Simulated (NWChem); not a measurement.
Species: CH3AlF, doublet; SMILES [CH3][Al][F]

```xyz
6

Al     0.5636    -0.1375     0.0000
C     -0.3568     1.6024     0.0000
H     -1.0024     1.6752     0.8919
H     -1.0024     1.6752    -0.8919
H      0.3445     2.4496     0.0000
F     -0.3917    -1.5140     0.0000
```
Atoms are numbered in this order, from 1.

In the optimisation the excess spin sits in a' (Cs, its own frame). Coordinates come from a PBE0/def2-SVP, spin-unrestricted optimisation. The spin multiplicity was typed, not searched, and may not be the lowest. No stability test was run on the SCF state.

Symmetry labels are those of Cs in the frame above (b1 and b2, or b-type labels, depend on it). States above −ε(HOMO) = 4.8 eV lie in this functional's continuum and hang on the basis.

Task: List the 6 lowest vertical excitations from PBE/6-31+G* (spherical d), spin-unrestricted, TDA (NWChem).

Result: 
```
state    energy (eV)  oscillator strength  symmetry of the excitation  <S²>
-------  -----------  -------------------  --------------------------  ----
state 1         2.75                0.058                          a"  0.75
state 2         4.30                0.017                          a'  0.77
state 3         4.57                0.095                          a'  0.75
state 4         4.98                0.199                          a'  0.77
state 5         5.21                0.105                          a'  0.76
state 6         5.54                0.026                          a"  0.80
```
